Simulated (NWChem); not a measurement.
System: C₂H₂BrF; SMILES C=C(Br)F

NWChem input:

```
start job
memory heap 200 mb stack 900 mb global 1100 mb
geometry units angstroms noautosym nocenter noautoz
  C     -1.210565     1.633514     0.000000
  C     -0.077866     0.942427     0.000000
  F      1.111551     1.511021     0.000000
  Br     0.030446    -0.931338     0.000000
  H     -2.174056     1.127657     0.000000
  H     -1.165198     2.724322     0.000000
end
basis spherical
  * library sto-3g
end
dft
  xc b3lyp
  iterations 150
end
property
  response 1 0.0773
end
task dft property
```

Output (shortened):

```
             Northwest Computational Chemistry Package (NWChem) 7.3.0
             --------------------------------------------------------

                             Geometry "geometry" -> ""
                             -------------------------

 Output coordinates in angstroms (scale by  1.889725989 to convert to a.u.)

  No.       Tag          Charge          X              Y              Z
 ---- ---------------- ---------- -------------- -------------- --------------
    1 C                    6.0000    -1.21056500     1.63351400     0.00000000
    2 C                    6.0000    -0.07786600     0.94242700     0.00000000
    3 F                    9.0000     1.11155100     1.51102100     0.00000000
    4 Br                  35.0000     0.03044600    -0.93133800     0.00000000
    5 H                    1.0000    -2.17405600     1.12765700     0.00000000
    6 H                    1.0000    -1.16519800     2.72432200     0.00000000

 Effective nuclear repulsion energy (a.u.)     232.3172849777

                              NWChem Property Module
                              ----------------------

                                 NWChem DFT Module
                                 -----------------

 Summary of "ao basis" -> "ao basis" (spherical)
 ------------------------------------------------------------------------------
       Tag                 Description            Shells   Functions and Types
 ---------------- ------------------------------  ------  ---------------------
 C                           sto-3g                  3        5   2s1p
 F                           sto-3g                  3        5   2s1p
 Br                          sto-3g                  8       18   4s3p1d
 H                           sto-3g                  1        1   1s

            General Information
            -------------------
          SCF calculation type: DFT
          Wavefunction type:  closed shell.
          No. of atoms     :     6
          No. of electrons :    58
           Alpha electrons :    29
            Beta electrons :    29
          Charge           :     0
          Spin multiplicity:     1
          Use of symmetry is: off; symmetry adaption is: off
          Maximum number of iterations: 150
          AO basis - number of functions:    35
                     number of shells:    19
          Convergence on energy requested:  1.00D-06
          Convergence on density requested:  1.00D-05
          Convergence on gradient requested:  5.00D-04

              XC Information
              --------------
                         B3LYP Method XC Potential
                     Hartree-Fock (Exact) Exchange  0.200
                        Slater Exchange Functional  0.800 local
                    Becke 1988 Exchange Functional  0.720 non-local
              Lee-Yang-Parr Correlation Functional  0.810
                  VWN I RPA Correlation Functional  0.190 local

             Grid Information
             ----------------
          Grid used for XC integration:  medium
          Radial quadrature: Mura-Knowles
          Angular quadrature: Lebedev.
          Tag              B.-S. Rad. Rad. Pts. Rad. Cut. Ang. Pts.
          ---              ---------- --------- --------- ---------
          C                   0.70       49           8.0       434
          F                   0.50       49           8.0       434
          Br                  1.15      112          10.0       590
          H                   0.35       45           9.0       434
          Grid pruning is: on
          Number of quadrature shells:   349
          Spatial weights used:  Erf1

      Superposition of Atomic Density Guess
      -------------------------------------

 Sum of atomic energies:       -2717.93666215

      Non-variational initial energy
      ------------------------------

 Total energy =   -2718.503613
 1-e energy   =   -4267.155242
 2-e energy   =    1316.334344
 HOMO         =      -0.077693
 LUMO         =       0.304282

   convergence    iter        energy       DeltaE   RMS-Dens  Diis-err
 ---------------- ----- ----------------- --------- --------- ---------
 d= 0,ls=0.0,diis     1  -2720.6736670903 -2.95D+03  5.36D-02  7.83D-01
 d= 0,ls=0.0,diis     2  -2720.5971054855  7.66D-02  3.04D-02  1.41D+00
 d= 0,ls=0.0,diis     3  -2720.8081689676 -2.11D-01  4.29D-03  4.11D-03
 d= 0,ls=0.0,diis     4  -2720.8080971099  7.19D-05  2.20D-03  4.99D-03
 d= 0,ls=0.0,diis     5  -2720.8089530272 -8.56D-04  4.54D-04  9.69D-05
  Resetting Diis
 d= 0,ls=0.0,diis     6  -2720.8089750112 -2.20D-05  6.05D-05  3.81D-06
 d= 0,ls=0.0,diis     7  -2720.8089757089 -6.98D-07  7.46D-06  1.41D-08

         Total DFT energy =    -2720.808975708886
      One electron energy =    -4264.771320507984
           Coulomb energy =     1425.677607441597
    Exchange-Corr. energy =     -114.032547620231
 Nuclear repulsion energy =      232.317284977730

 Numeric. integr. density =       58.000000455278

                       DFT Final Molecular Orbital Analysis
                       ------------------------------------

 Vector   27  Occ=2.000000D+00  E=-2.256181D-01
              MO Center=  2.5D-01,  7.2D-02, -1.0D-10, r^2= 2.6D+00
   Bfn.  Coefficient  Atom+Function         Bfn.  Coefficient  Atom+Function
  ----- ------------  ---------------      ----- ------------  ---------------
    28      0.768339  4 Br pz                15     -0.562228  3 F  pz
    24     -0.236777  4 Br pz                 5      0.234810  1 C  pz
    10      0.206372  2 C  pz                20      0.079035  4 Br pz

 Vector   28  Occ=2.000000D+00  E=-2.028935D-01
              MO Center=  6.1D-02, -8.0D-01,  1.7D-10, r^2= 1.5D+00
   Bfn.  Coefficient  Atom+Function         Bfn.  Coefficient  Atom+Function
  ----- ------------  ---------------      ----- ------------  ---------------
    26      0.996156  4 Br px                22     -0.304428  4 Br px
    14      0.216222  3 F  py                27      0.107275  4 Br py
    18      0.101587  4 Br px                35     -0.063769  6 H  s
     4     -0.058127  1 C  py                 2      0.048273  1 C  s
    13      0.044780  3 F  px                23     -0.032589  4 Br py

 Vector   29  Occ=2.000000D+00  E=-1.665213D-01
              MO Center= -3.6D-01,  6.6D-01, -3.1D-10, r^2= 2.8D+00
   Bfn.  Coefficient  Atom+Function         Bfn.  Coefficient  Atom+Function
  ----- ------------  ---------------      ----- ------------  ---------------
    28     -0.622179  4 Br pz                 5      0.610076  1 C  pz
    15     -0.385438  3 F  pz                10      0.325139  2 C  pz
    24      0.187340  4 Br pz                20     -0.062489  4 Br pz

 Vector   30  Occ=0.000000D+00  E= 1.166986D-01
              MO Center= -5.0D-01,  1.2D+00,  3.6D-10, r^2= 1.5D+00
   Bfn.  Coefficient  Atom+Function         Bfn.  Coefficient  Atom+Function
  ----- ------------  ---------------      ----- ------------  ---------------
    10     -0.812196  2 C  pz                 5      0.768974  1 C  pz
    15      0.325539  3 F  pz                28      0.228570  4 Br pz
    24     -0.063234  4 Br pz

 Vector   31  Occ=0.000000D+00  E= 1.571973D-01
              MO Center= -6.1D-02,  6.6D-02, -3.5D-11, r^2= 1.9D+00
   Bfn.  Coefficient  Atom+Function         Bfn.  Coefficient  Atom+Function
  ----- ------------  ---------------      ----- ------------  ---------------
    27      0.928079  4 Br py                 7     -0.754335  2 C  s
     9      0.728858  2 C  py                25      0.408609  4 Br s
    23     -0.239457  4 Br py                14     -0.236574  3 F  py
    35     -0.224262  6 H  s                  3      0.189619  1 C  px
    34      0.152473  5 H  s                  2      0.146951  1 C  s

 Vector   32  Occ=0.000000D+00  E= 3.101922D-01
              MO Center= -7.0D-03,  1.3D+00, -3.1D-10, r^2= 1.7D+00
   Bfn.  Coefficient  Atom+Function         Bfn.  Coefficient  Atom+Function
  ----- ------------  ---------------      ----- ------------  ---------------
     7      0.674815  2 C  s                 13      0.668144  3 F  px
     8      0.618306  2 C  px                12     -0.486459  3 F  s
    34      0.476894  5 H  s                  4      0.387261  1 C  py
     9      0.384381  2 C  py                35     -0.366534  6 H  s
    14      0.287196  3 F  py                 2     -0.188510  1 C  s

     Multipole analysis of the density
     ---------------------------------

     L   x y z        total         alpha         beta         nuclear
     -   - - -        -----         -----         ----         -------
     0   0 0 0     -0.000000    -29.000000    -29.000000     58.000000

     1   1 0 0     -0.069190     -0.034339     -0.034339     -0.000512
     1   0 1 0      0.236872     -0.174456     -0.174456      0.585785
     1   0 0 1     -0.000000     -0.000000     -0.000000      0.000000

     2   2 0 0    -23.295344    -58.188897    -58.188897     93.082450
     2   1 1 0     -0.202496      6.696920      6.696920    -13.596336
     2   1 0 1      0.000000      0.000000      0.000000      0.000000
     2   0 2 0    -22.873403   -155.957830   -155.957830    289.042257
     2   0 1 1      0.000000      0.000000      0.000000      0.000000
     2   0 0 2    -23.910640    -11.955320    -11.955320      0.000000

 *** CALLING NEW AORESP DRIVER FOR CLOSED AND OPEN SHELLS ***
 Entering AOResponse driver routine

--------------------------------------------------------------------------------

          -----------------------------------------------
          Solving response equations for perturbing field
          -----------------------------------------------

 number of frequencies:     1
 frequency in a.u.:  0.7730000E-01
 Perturbing field: electric
 Using El. Dipole Length Gauge

 Setting up CPKS with frequency omega =      0.07730000 a.u.

                            NWChem Dynamic CPHF Module
                            --------------------------

    scftype = RHF
    nclosed =   29
      nopen =    0
  variables =      348
  num. vecs =        3
  tolerance =   1.0D-04
  max. iter =   50

 SCF residual:    1.5782406718455201E-004

Iterative solution of linear equations
  No. of variables      348
  No. of equations        3
  Maximum subspace       30
       Convergence  1.0D-04

   iter   nsub   residual    time
   ----  ------  --------  ---------
     1      3    7.51D+00       4.8
     2      6    1.35D+00       6.6
     3      9    3.22D-01       8.4
     4     12    5.38D-02      10.2
     5     15    1.94D-03      12.0
     6     18    1.58D-04      13.8
     7     21    9.29D-06      15.6

 Electric Dipole Response Matrix (nonzero elements):

              1        2        3
    1   19.8091  -5.7330  -0.0000
    2   -5.7330  30.8191   0.0000
    3    0.0000   0.0000   3.4299

 ------------------------------------------
 average:        18.01938 + I       0.00000

 DFT Linear Response polarizability / au
 Frequency  =       0.0773000 / au
 Wavelength =     589.4353558 / nm
              X              Y              Z
 -----------------------------------------------
 X      19.8090998     -5.7329723     -0.0000000
 Y      -5.7329801     30.8191170      0.0000000
 Z       0.0000000      0.0000000      3.4299195
 -----------------------------------------------
 Eigenvalues =      17.3660212     33.2621956      3.4299195
 Isotropic   =      18.0193788
 Anisotropic =      25.8540905
 -----------------------------------------------

 Magnetic Dipole Response Matrix (nonzero elements):

 Exiting AOResponse driver routine
```

Level: B3LYP/STO-3G. STO-3G and 3-21G are far too small for this property and stand as cheap habits. Structure relaxed at the PBE0/def2-SVP level.
